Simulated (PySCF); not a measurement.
# Electronic structure of C (carbon, neutral) at the UHF level

Configuration: [He] 2s2 2p2, high-spin 3P determinant. All numbers are calculated (PySCF 2.14, the non-relativistic Hamiltonian (point nucleus), in def2-TZVPPD (6s3p3d1f, 37 functions)).

| Property | Result |
| --- | --- |
| Total energy | -37.692531 hartree |
| One-electron energy | -50.4495 hartree |
| Hartree (Coulomb) energy | 17.8333 hartree |
| Exchange energy | -5.0763 hartree |
| Kinetic energy | 37.69264 hartree |
| ⟨S²⟩ | 2.0104 |
| ⟨L²⟩ | 2.018 |
| Sum of ⟨r⟩ | 7.136 bohr |
| Sum of ⟨r²⟩ | 13.74 bohr² |
| Traceless quadrupole moment −½Σ⟨3z² − r²⟩ along its main axis | 1.47 e·bohr² |
| Density at the nucleus (Gaussians lack the cusp) | 124 bohr⁻³ |
| Spin density at the nucleus | 0.0553 bohr⁻³ |
| Langevin diamagnetic susceptibility | -10.9 ×10⁻⁶ cm³/mol |

| shell | electrons | mean orbital energy (eV) | rms radius, mean of both spins (bohr) |
| --- | --- | --- | --- |
| 1s α | 1 | -308.73 | 0.312 |
| 1s β | 1 | -307.48 | 0.312 |
| 2s α | 1 | -22.556 | 1.76 |
| 2s β | 1 | -15.869 | 1.76 |
| 2p α | 2 | -11.945 | 1.92 |

Spin-orbit constants ζ (cm⁻¹) from the X2C one-electron operator on these orbitals (non-relativistic here): bare nucleus, nucleus screened by l(l+1)(2l+1)/3 electrons, and screened by the Breit-Pauli mean field of the electrons.

| shell | bare | screened nucleus | mean field |
| --- | --- | --- | --- |
| 2p | 59.49 | 39.66 | 31.46 |

To first order the Landé constant is A = 15.73 cm⁻¹, so the lowest level has J = 0 and lies 0.00390 eV below the centre of the term. This holds in LS coupling only.
